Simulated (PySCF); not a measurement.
Computed properties of MgO, SMILES [O]=[Mg]

MgO, SMILES [O]=[Mg]. Coordinates come from a B3LYP-D3(BJ)/def2-TZVPD optimisation. The values are those of a single conformer. All values are computed for the isolated molecule unless a solvent is named; none is compared with measurement here.

**Structure.** The optimised structure has C∞v symmetry. All 1 harmonic modes at B3LYP-D3(BJ)/def2-TZVPD (PySCF) are real, so it is a minimum.

**Vibrations.** The strongest infrared lines (harmonic, unscaled, degenerate partners summed) lie at 813 cm⁻¹ (10 km/mol, O 60 %, Mg 40 %). The softest mode is at 813 cm⁻¹ and the zero-point energy is 1.2 kcal/mol.

**Electronic structure.** M06-2X/def2-TZVPD (PySCF) places the frontier levels at -7.67 and -3.06 eV, a gap of 4.61 eV, and gives a dipole moment of 7.99 D and a mean polarisability of 46.1 bohr³. PBE/def2-TZVPD (PySCF) at the same geometry gives -4.82 and -4.32 eV, so its gap is 4.11 eV narrower. An orbital gap is neither the optical nor the fundamental gap.

**Excitations.** TDDFT-ωB97X/def2-TZVPD (PySCF) has S1 at 0.82 eV (1508 nm, f = 0.007, weak); the most intense of the 10 singlets computed lies at 5.63 eV (f = 0.29). Strengths of degenerate partners are summed. T1 (TDA) is at 0.44 eV.
